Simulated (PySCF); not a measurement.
# Correlation energy of Cl+ (chlorine, charge +1)

[Ne] 3s2 3p4, high-spin 3P determinant. Computed with PySCF 2.14 in dyall-av3z (19s12p3d2f, 84 functions), with the spin-free X2C one-electron Hamiltonian (Gaussian nucleus). Frozen: [Ne]; 6 electrons correlated; the 26 highest virtual orbitals of each spin left out.

```csv
level,correlation energy (mhartree)
CCSD,-150.92
(T),-4.42
CCSD(T),-155.34
```

Diagnostics: T1 = 0.0085, D1 = 0.0271, largest double amplitude 0.037.

Cost of the coupled-cluster step: of the order of 6 core-seconds, for 6 correlated electrons.

Iterations:

```
CC2 = 0
CCSD nocc = (np.int64(4), np.int64(2)), nmo = (53, 53)
frozen orbitals [[0, 1, 2, 3, 4, 58, 59, 60, 61, 62, 63, 64, 65, 66, 67, 68, 69, 70, 71, 72, 73, 74, 75, 76, 77, 78, 79, 80, 81, 82, 83], [0, 1, 2, 3, 4, 58, 59, 60, 61, 62, 63, 64, 65, 66, 67, 68, 69, 70, 71, 72, 73, 74, 75, 76, 77, 78, 79, 80, 81, 82, 83]]
max_cycle = 100
direct = 0
conv_tol = 1e-08
conv_tol_normt = 1e-06
diis_space = 8
diis_start_cycle = 0
Init t2, MP2 energy = -0.127320903302666
Init E_corr(UCCSD) = -0.127320903303647
cycle = 1  E_corr(UCCSD) = -0.145312525754085  dE = -0.0179916225  norm(t1,t2) = 0.040624
cycle = 2  E_corr(UCCSD) = -0.149191955060159  dE = -0.00387942931  norm(t1,t2) = 0.0132837
cycle = 3  E_corr(UCCSD) = -0.150971224560183  dE = -0.0017792695  norm(t1,t2) = 0.00532622
cycle = 4  E_corr(UCCSD) = -0.150915018062476  dE = 5.62064977e-05  norm(t1,t2) = 0.000625088
cycle = 5  E_corr(UCCSD) = -0.150917057016884  dE = -2.03895441e-06  norm(t1,t2) = 9.68756e-05
cycle = 6  E_corr(UCCSD) = -0.150917363479745  dE = -3.0646286e-07  norm(t1,t2) = 2.22934e-05
cycle = 7  E_corr(UCCSD) = -0.150917406887961  dE = -4.34082165e-08  norm(t1,t2) = 6.67735e-06
cycle = 8  E_corr(UCCSD) = -0.150917425202062  dE = -1.83141015e-08  norm(t1,t2) = 1.98481e-06
cycle = 9  E_corr(UCCSD) = -0.150917401751494  dE = 2.34505683e-08  norm(t1,t2) = 3.70667e-07
cycle = 10  E_corr(UCCSD) = -0.150917404062795  dE = -2.31130101e-09  norm(t1,t2) = 8.06982e-08
UCCSD converged
E(UCCSD) = -460.6223132519845  E_corr = -0.1509174040627952
UCCSD(T) correction = -0.00441832980821186
```
